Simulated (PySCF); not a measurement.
C5H6O2. Atoms are numbered in the order given.

```xyz
13

C     -1.5309     0.1238    -0.0585
C     -0.8963     1.2934    -0.2204
O      0.4270     1.5468    -0.3284
C      1.4049     0.6081    -0.1602
C      1.3448    -0.6724     0.2448
O      0.2978    -1.4466     0.6030
C     -0.9650    -1.2641    -0.0237
H     -2.6215     0.1879    -0.0101
H     -1.4559     2.2293    -0.2887
H      2.3830     1.0331    -0.3874
H      2.2982    -1.2018     0.3332
H     -1.6537    -1.9261     0.5214
H     -0.8933    -1.6568    -1.0569
```
Charge 0, spin multiplicity 1.

The structure is a stationary point at B3LYP-D3(BJ)/def2-SVP. One conformer was computed; it need not be the lowest.

The numbers are results of PBE/def2-TZVP (PySCF), not measurements.

Gas-phase values at a fixed geometry.

**Question.** Estimate the frontier levels, gap, dipole moment and polarisability. (The exact figures need the calculation; the answer reports its results.)

**Answer.** 
- highest occupied level = -4.95 eV
- lowest empty level = -0.91 eV
- orbital gap = 4.05 eV
- dipole moment = 0.95 D
- quadrupole, principal values (traceless, Buckingham form, about the centre of nuclear charge) = -6.11, -1.12, 7.23 D·Å
- mean static polarisability = 66.0 bohr³ (9.79 Å³)
- polarisability, principal values = 44.3, 74.1, 79.7 bohr³
